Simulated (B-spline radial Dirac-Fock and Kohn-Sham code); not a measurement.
ΔSCF core binding energies without Breit or QED terms, calculated with a radial finite-basis atomic code.

A sound run for the La⁴⁺ ion, [Kr] 4d10 5s2 5p5: The ground state converged in 10 iterations, with total energy -8490.60865 Ha, virial ratio 1.93449 and highest orbital energy -61.90 eV. ΔSCF binding energies: K (1s) 39124.6 eV, L3 (2p3/2) 5548.5 eV, M5 (3d5/2) 887.3 eV.

A second run, with one unsound setting: The ground state had not converged after 3 iterations, with total energy -8490.39051 Ha, virial ratio 1.93120 and highest orbital energy -59.24 eV. ΔSCF binding energies: K (1s) 39134.1 eV, L3 (2p3/2) 5557.1 eV, M5 (3d5/2) 894.3 eV (not all states converged, so these are not final).

```
iter   energy (Ha)        error
   1    -8477.93007877  1.95e+00
   2    -8488.04479560  4.57e-01
   3    -8490.39051140  1.33e-01
```

Q: Which fault fits the second run best?
A. box too small
B. mesh too coarse
C. too few iterations
D. overfilled shell

A: C. The input had maxit = 3: maxit ends the run before self-consistency.
